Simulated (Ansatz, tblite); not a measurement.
Removing and adding an electron: `CCCCCCCCCCO`. Total charge 0; singlet. Geometry: PBE0-D4/def2-SVP. Ansatz, gas phase; energy differences of separate SCF runs; the oxidised species was run as a doublet alone; the reduced species was run as a doublet alone.

```xyz
33

C     0.5888    3.6307    4.2564
C     0.0891    2.4088    3.5023
C     0.8370    2.1501    2.2016
C     0.3465    0.9252    1.4432
C     1.1015    0.6738    0.1442
C     0.6915   -0.5899   -0.6057
C    -0.7356   -0.5705   -1.1411
C    -1.1450   -1.8277   -1.9028
C    -0.3827   -2.0728   -3.1993
C    -0.8856   -3.2820   -3.9746
O    -0.7243   -4.4931   -3.2828
H     0.4882    4.5445    3.6487
H     1.6540    3.5293    4.5205
H     0.0292    3.7903    5.1907
H     0.1682    1.5161    4.1481
H    -0.9879    2.5221    3.2838
H     0.7553    3.0399    1.5502
H     1.9159    2.0393    2.4167
H     0.4346    0.0342    2.0924
H    -0.7326    1.0403    1.2392
H     0.9805    1.5480   -0.5219
H     2.1812    0.6197    0.3689
H     0.8173   -1.4655    0.0580
H     1.3944   -0.7455   -1.4409
H    -1.4392   -0.4248   -0.3047
H    -0.8640    0.3095   -1.7984
H    -2.2250   -1.7696   -2.1312
H    -1.0176   -2.7010   -1.2359
H    -0.4613   -1.1809   -3.8464
H     0.6898   -2.2190   -2.9895
H    -0.3151   -3.3850   -4.9114
H    -1.9451   -3.1187   -4.2653
H    -1.3021   -4.4759   -2.5131
```

The xTB rows come from tblite. HOMO above LUMO, or a gap near zero within one spin, warns that the state may not be the lowest or that an electron is smeared out.

```
               level  −HOMO (eV)  vertical IE (eV)  −LUMO (eV)  vertical EA (eV)  HOMO–LUMO gap (eV)  IE − EA (eV)                                                                   remarks
            GFN1-xTB       12.31             14.40        3.79              1.90                8.52         12.50                                                                         –
            GFN2-xTB       11.12             13.07       -1.13             -3.19               12.24         16.26                                                                         –
    PBE-D4/def2-TZVP        6.11                 –       -0.19             -1.67                6.30             –  HOMO above zero (-1 doublet), gap within one spin near zero (-1 doublet)
   PBE0-D4/def2-TZVP        7.75              9.67       -1.05             -2.08                8.80         11.75                                              HOMO above zero (-1 doublet)
r2SCAN0-D4/def2-TZVP        7.99              9.79       -1.49             -2.23                9.48         12.02                                              HOMO above zero (-1 doublet)
```

Relaxing the oxidised species (PBE0-D4/def2-SVP) changes its energy by -0.24 eV at PBE0-D4/def2-TZVP, so the adiabatic ionisation energy to this nearest minimum is 9.43 eV.  Run but left out: PBE-D4/def2-TZVP (charge +1 doublet: an occupied level 0.00 eV above an empty one).   A HOMO above zero means that the electron is unbound at that level or that self-interaction error raises the level; the energy of removing that electron tells which. Raw xTB energy differences between charge states are shifted by several eV; the methods need an empirical correction for them. Sets without diffuse functions give affinities that are too small. A negative affinity means that the extra electron isn't bound; its size then hangs on the basis.
